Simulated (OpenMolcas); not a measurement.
## Ar3+: effect of the IPEA shift

```json
{"Program": "OpenMolcas", "Basis": "ANO-RCC-VQZP [6s5p3d2f1g]", "Scalar Hamiltonian": "DKH2, point nucleus", "Active space": "3 electrons in 3 orbitals (3p)", "State averaging": "2S+1 = 4 odd, 1 root; 2S+1 = 2 odd, 8 roots", "Spin-orbit coupling": "RASSI with atomic mean-field integrals over the reference wave functions, term energies averaged over their components"}
```

Methods on the same reference wave functions:
A. CASSCF
B. SS-CASPT2, IPEA 0.25 Eh, imaginary shift 0.1 Eh (closed shells correlated: 2s 2p 3s)
C. SS-CASPT2, IPEA 0.5 Eh, imaginary shift 0.1 Eh (closed shells correlated: 2s 2p 3s)

Energies in cm⁻¹ above 3s² 3p³ ⁴S°_3/2, the measured ground level; measured values from Saloman, J. Phys. Chem. Ref. Data 39, 033101 (2010).

| Level | A | B | C | Measured |
| --- | --- | --- | --- | --- |
| 3s² 3p³ ⁴S°_3/2 | 0.0 | 0.0 | 0.0 | 0.0 |
| 3s² 3p³ ²D°_3/2 | 26059 | 21480 | 21250 | 21091 |
| 3s² 3p³ ²D°_5/2 | 26150 | 21580 | 21350 | 21220 |
| 3s² 3p³ ²P°_1/2 | 43426 | 36400 | 36190 | 34855 |
| 3s² 3p³ ²P°_3/2 | 43546 | 36540 | 36330 | 35032 |

Deviations, from unrounded energies. A percentage is the sum of absolute deviations over the sum of measured energies, with the sign that they share, or ± where signs differ.

```tsv
Against measurement	Levels	A	B	C
mean absolute deviation (cm-1)	4	6700	950	730
other terms of the ground configuration (%)	4	+24.1	+3.4	+2.6
```

C lies closest to measurement on these levels and A furthest from it. The largest miss of C in the table is 3s² 3p³ ²P°_1/2, by +1300 cm-1. The ranking rests on the paired levels alone, and a cruder setting can come out closer through cancelling errors.

Between B and C the level of the table that moves most is 3s² 3p³ ²D°_5/2, by 230 cm-1 (lowest in C, highest in B). Moves below CASPT2's spread within the term are not significant.

The mean deviations of B to C differ by less than CASPT2's widest spread within a term (220 cm-1), so their order carries little weight.

From A to B the spin-free energies of the other terms of 3s² 3p³ shown, above ⁴S°, scale by factors of 0.82 to 0.84.

The lowest spin-free term lies below A's lowest term by 0.183 hartree in B, 0.175 hartree in C.

CASPT2 breaks the degeneracy within a term, and the mean is taken; among the terms shown or strongly mixed into the levels shown the widest spread is 220 cm-1 (3s² 3p³ ²D°, C). With the s shell closed, the reference lacks s² → p² mixing. Computed and measured levels are paired by configuration, term and J; levels that our copy of the source lacks, or whose pairing is in doubt (as where it misses far off the trend of its configuration), stay unpaired and out of the deviations. Only configurations of the active space appear.

° marks odd parity.
